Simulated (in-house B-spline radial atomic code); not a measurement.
Values are calculated unless marked as measured or tabulated.
**Weak and strong correlation along the adiabatic connection**

Two-electron singlets in several external potentials (atomic units), by full CI in B-splines with partial waves to l = 8 (correlation energies up to 0.6 % small). The repulsion is scaled by λ at fixed density; W(λ) is the mean repulsion less the Hartree energy, W(0) = E_x, and the area under W from 0 to 1 is E_xc.

One system gave this curve:

| λ | W (hartree) |
| --- | --- |
| 0 | -4.0324 |
| 0.02 | -4.0345 |
| 0.05 | -4.0377 |
| 0.12 | -4.045 |
| 0.25 | -4.0585 |
| 0.4 | -4.0737 |
| 0.6 | -4.0936 |
| 0.8 | -4.1131 |
| 1 | -4.132 |
| 1.4 | -4.1686 |
| 2 | -4.2202 |
| 3 | -4.2986 |
| 4.5 | -4.4007 |
| 7 | -4.5382 |
| 10 | -4.6645 |

Q: Which system is it?
A. −Z exp(−kr)/r, Z = 1.68, k = 0.0102
B. −Z/r, Z = 1.39, wall at 0.457 bohr
C. −V exp(−r²/w²), V = 26.4, w = 1.21
D. −V exp(−r²/w²), V = 2.34, w = 2.7

A: B. The exchange energy sets the size: −Z/r, Z = 1.39, wall at 0.457 bohr: E_x = -4.03, E_c = -0.0508; −V exp(−r²/w²), V = 26.4, w = 1.21: E_x = -1.75, E_c = -0.0449; −Z exp(−kr)/r, Z = 1.68, k = 0.0102: E_x = -0.823, E_c = -0.0413; −V exp(−r²/w²), V = 2.34, w = 2.7: E_x = -0.569, E_c = -0.038 hartree.
